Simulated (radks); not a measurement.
Task: The niobium ion Nb26+, [Ne] 3s2 3p3. Method: non-relativistic Kohn-Sham, PBE, spin-polarised, spherical densities, point nucleus; computed with a radial shooting solver on a logarithmic mesh with Libxc functionals. Every spin shell is full or empty, so the densities are truly spherical. Functionals are evaluated on that one density, not self-consistently. Rank these exchange functionals by their error against the exact value of the orbitals, and give that value: LDA, B88, PBE, revPBE, AM05, TPSS, SCAN, MS2, TASK.

Result: Exact: -77.4025 hartree. From best to worst, with 100 (|E| - |E exact|)/|E exact| (equal figures are ties): B88 +0.07, MS2 -0.11, TPSS +0.11, revPBE -0.13, SCAN +0.24, PBE -0.49, TASK -2.90, AM05 -6.24, LDA -7.09.
